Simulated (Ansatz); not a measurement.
`[CH3][V]([CH3])([CH3])=[O]` at its PBE0-D4/def2-TZVP geometry, where that method's forces vanish. Charge 0, multiplicity 1.

```tsv
atom	x (Å)	y (Å)	z (Å)
C1	-1.2767	-1.0765	0.9426
V2	-0.3002	0.1133	-0.3414
C3	0.2765	1.8238	0.5298
C4	1.2419	-0.8361	-1.2006
O5	-1.2990	0.4871	-1.4731
H6	-0.5810	-1.3641	1.7389
H7	-2.1289	-0.5396	1.3681
H8	-1.6422	-1.9676	0.4256
H9	-0.5924	2.3442	0.9412
H10	0.9808	1.5789	1.3326
H11	0.7604	2.4707	-0.2069
H12	1.9771	-1.0692	-0.4223
H13	1.6963	-0.2047	-1.9683
H14	0.8875	-1.7601	-1.6663
```

(1) For each bond, give half the difference of the two atoms' forces along it (eV/Å; positive pushes the atoms apart) under PBE-D4, r2SCAN-D4, B3LYP-D4, ωB97M-V in def2-TZVPP. (Estimate.)

## Answers

(1) The calculation gave: 
```csv
bond,length (Å),PBE-D4,r2SCAN-D4,B3LYP-D4,ωB97M-V
C1–V2,2.004,-0.15,-0.05,0.06,0.06
C1–H6,1.096,0.10,-0.02,-0.07,-0.06
C1–H7,1.093,0.09,-0.04,-0.08,-0.04
C1–H8,1.093,0.08,-0.04,-0.08,-0.04
V2–C3,2.004,-0.15,-0.05,0.06,0.06
V2–C4,2.004,-0.15,-0.05,0.06,0.06
V2–O5,1.555,1.38,0.90,0.66,-0.20
C3–H9,1.093,0.08,-0.04,-0.08,-0.04
C3–H10,1.096,0.10,-0.02,-0.07,-0.06
C3–H11,1.093,0.09,-0.04,-0.08,-0.04
C4–H12,1.096,0.10,-0.02,-0.07,-0.06
C4–H13,1.093,0.08,-0.04,-0.08,-0.04
C4–H14,1.094,0.09,-0.04,-0.08,-0.04
```

B3LYP here is the variant with VWN-RPA as its local correlation; programs differ in this.

Computed with Ansatz.
